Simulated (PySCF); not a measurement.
## CdO⁺: from constants to spectrum

ROHF constants of CdO⁺, ²Π (doublet), unpaired electrons π ↑ (PySCF, scalar-relativistic core potentials, basis sets Cd def2-SVPD with ECP28, O def2-SVPD; masses 113.9034 and 15.9949 u):

```
ωe            : 616.6 cm⁻¹
ωexe          : 2.48 cm⁻¹
Be            : 0.30167 cm⁻¹
αe            : 0.00178 cm⁻¹
De to Cd⁺ + O : -0.79 eV
```

(1) What force constant and bond length do these constants imply?

(2) Estimate the centrifugal constant D from the Kratzer relation and find the Dunham coefficient a1.

Spin–orbit coupling is left out. For an ion De counts to the pair picked by the measured ionisation energies or electron affinities, which need not be the lowest pair at this level. UHF is strongly spin-contaminated for CdO⁺, so the ROHF reference used there is far from stable. Hartree–Fock leaves out correlation, which carries a large part of most bond energies and some tenths to 1 eV of ionisation energies. A negative De means that the minimum lies above the separated atoms at that level. The state was picked by a PBE0 search and need not be the measured ground state.

Results:

(1) Reduced mass μred = 14.025 u; k = 5.8918×10⁻⁷·μred·ωe² (u, cm⁻¹, mdyn/Å) = 3.14 mdyn/Å; Re = √(16.8576/(μred·Be)) (u, cm⁻¹, Å) = 1.996 Å.

(2) D = 4Be³/ωe² = 2.89e-07 cm⁻¹; a1 = −1 − αeωe/(6Be²) = -3.01.
